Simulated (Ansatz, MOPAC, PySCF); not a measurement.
Complex: H2O (SMILES O) (first 3 atoms) with HCl (SMILES Cl); geometry from B3LYP-D3(BJ)/def2-TZVP.
(charge 0, multiplicity 1):
```xyz
5

O      0.04093     0.33230     0.25285
H      0.79409     0.84828    -0.05585
H      0.18621    -0.56719    -0.06112
Cl    -0.31280     0.47295     3.37614
H     -0.21166     0.43400     2.07639
```

Interaction energies are E(AB) − E(A) − E(B) at the monomers' geometry in the complex; basis-set methods are counterpoise corrected. Rows marked so take none.

Cores are frozen in the correlated methods. CBS(a, b) extrapolates the correlation energy as X⁻³ and adds the Hartree–Fock energy of set b. Rows in 3-21G, 6-311+G**, 6-31G*, STO-3G carry no dispersion term and start afresh at each structure (6-31G* with six Cartesian d functions). The state that PM6 reach isn't checked.

Run with Ansatz (a program for electronic structure); MOPAC for PM6 (differences of heats of formation); PySCF for 3-21G rows, 6-311+G** rows, 6-31G* rows, STO-3G rows, the dispersion terms. Values without a source in brackets are computed.

Other levels give for the interaction energy: PBE/def2-TZVPPD -6.05; B3LYP/def2-TZVPPD -5.10; B3LYP-D3(BJ)/def2-TZVPPD -6.00; wB97M-V/def2-TZVPPD -5.62; CCSD(T)/CBS(aug-cc-pV(T+d)Z, aug-cc-pV(Q+d)Z) -5.71 kcal/mol.

Problem. What do these common cheap choices give for the same quantity: PM6, HF/STO-3G (no counterpoise), BP86/6-31G* (no counterpoise), B3LYP/3-21G (no counterpoise), B3LYP/6-31G*, B3LYP/6-31G* (no counterpoise), B3LYP/6-311+G** (no counterpoise), M06-2X/6-31G* (no counterpoise)?

Solution. PM6 -5.82; HF/STO-3G (no counterpoise) -10.26; BP86/6-31G* (no counterpoise) -9.19; B3LYP/3-21G (no counterpoise) -16.83; B3LYP/6-31G* -7.40; B3LYP/6-31G* (no counterpoise) -8.86; B3LYP/6-311+G** (no counterpoise) -6.65; M06-2X/6-31G* (no counterpoise) -8.90 kcal/mol. They span -16.83 to -5.82 kcal/mol.
